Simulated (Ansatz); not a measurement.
Mulliken charges of AsBH4, SMILES `B[AsH2]` from PBE/def2-TZVPP in Ansatz (PBE0-D4/def2-TZVP geometry).

```
atom   x (Å)   y (Å)   z (Å)  charge (e)
  B1  -0.022  -0.933   0.128      -0.119
 As2   0.439   0.982   0.319       0.057
  H3  -0.894  -1.397   0.798       0.033
  H4   0.676  -1.642  -0.531       0.033
  H5   0.785   1.328  -1.111      -0.002
  H6  -0.942   1.597   0.351      -0.002
```

**Question.** By hand: the dipole of these point charges (1 e Å = 4.8032 D).

**Answer.** Σ q r = (0.021, 0.061, 0.013) e Å, of length 0.066 e Å = 0.32 D.

**Question.** How does the dipole of the full density compare? (An estimate is asked.)

**Answer.** Ansatz gave: (-0.040, 0.075, -0.062) e Å, 0.51 D; the point charges give 0.63 times that, at 65° from its direction.

Point charges leave out the atoms' own dipoles, such as those of lone pairs, and Mulliken's split depends on the basis, so the two needn't agree.
